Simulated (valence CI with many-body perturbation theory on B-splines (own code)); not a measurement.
## Nd¹¹⁺: one-electron terms

Computed by configuration interaction combined with many-body perturbation theory (CI+MBPT): three valence electrons over a frozen Dirac-Fock core [Kr] 4d10, a basis of 7 s, 7 p, 7 d, 7 f, 4 g, 2 h functions for each j, with the one-electron correlation potential Σ1, the two-electron term Σ2, the three-electron term Σ3, Breit, model QED; selected CI, second order for the rest, scaled by the run's own slope (own B-spline code, finite nucleus).

No measured levels were compared; by estimate terms of the open shell hold to a few per cent of their energy, and close levels can change places; configurations with another count of f electrons can be misplaced by thousands of cm⁻¹.

These are the spectroscopic orbitals of the CI (the correlating ones are not listed), shaped by the core and the other valence electrons. h is the expectation value of the core's Dirac-Fock operator, without the valence repulsion; Σ1 is computed up to l = 3 at one energy for each symmetry, that of its lowest orbital but kept below the first core excitation, so for empty shells it is not the orbital's own correlation shift; Breit and QED include the response of the core.

```tsv
Orbital	h (hartree)	Σ1 (cm⁻¹)	Breit (cm⁻¹)	QED (cm⁻¹)	⟨r⟩ (bohr)
5s1/2	-8.8422	-17333	791	749	1.270
6s1/2	-5.1432	-5274	365	337	2.172
7s1/2	-3.3727	-2279	179	166	3.365
5p1/2	-8.0072	-16161	1275	-21.3	1.333
6p1/2	-4.7445	-4852	545	-9.5	2.315
7p1/2	-3.158	-2238	286	-5.0	3.544
5p3/2	-7.7825	-15060	727	49.6	1.375
6p3/2	-4.6436	-4655	316	21.0	2.369
7p3/2	-3.1033	-2171	179	11.1	3.609
5d3/2	-6.4397	-12050	330	-44.9	1.547
6d3/2	-3.9988	-4260	155	-20.5	2.647
7d3/2	-2.7435	-2143	87.3	-11.4	3.980
5d5/2	-6.398	-11734	150	-23.4	1.559
6d5/2	-3.9788	-4177	71.4	-10.7	2.661
7d5/2	-2.7322	-2106	41.3	-6.0	3.998
4f5/2	-8.5522	-24779	-470	-118	0.7922
5f5/2	-4.8705	-7330	-79.0	-30.5	1.876
4f7/2	-8.532	-24395	-775	-97.6	0.7962
5f7/2	-4.8629	-7297	-162	-24.3	1.879
5g7/2	-3.9271		-12.8	-0.8	2.164
5g9/2	-3.9273		-16.9	-0.3	2.164
```

Among the shells of the start configuration 4f1 5s2, Σ1 is largest in size for 4f5/2, where it is 1.3 % of h.

Lowest root of each symmetry, sizes in configuration state functions:

```
   J  Parity  Roots  Reference  Variational  Second order  Change by selected CI (cm⁻¹)  Change by second order (cm⁻¹)
 1/2    even      8         65         5920         14592                         -3963                             -1
 3/2    even     13        108        10333         26255                         -2895                             -1
 5/2    even     15        127        12398         33744                         -2900                             -1
 7/2    even     12        115        11893         34357                         -2542                             -1
 9/2    even      9         90        10356         31392                         -2569                             -1
11/2    even      5         55         7608         24780                         -2562                             -1
13/2    even      3         31         5040         16408                         -2560                             -2
 1/2     odd     13         79         6268         13419                         -3345                             -2
 3/2     odd     24        142        10481         25821                         -3300                             -2
 5/2     odd     28        167        12753         31711                         -3218                             -3
 7/2     odd     28        161        13110         33884                         -3242                             -2
 9/2     odd     24        129        12018         31680                         -2218                             -1
11/2     odd     17         91         9435         27316                         -2195                             -1
13/2     odd      9         53         6225         20085                         -2184                             -1
15/2     odd      5         27         3371         13511                         -2186                             -1
17/2     odd      1          8         1354          4483                         -3594                             -2
```
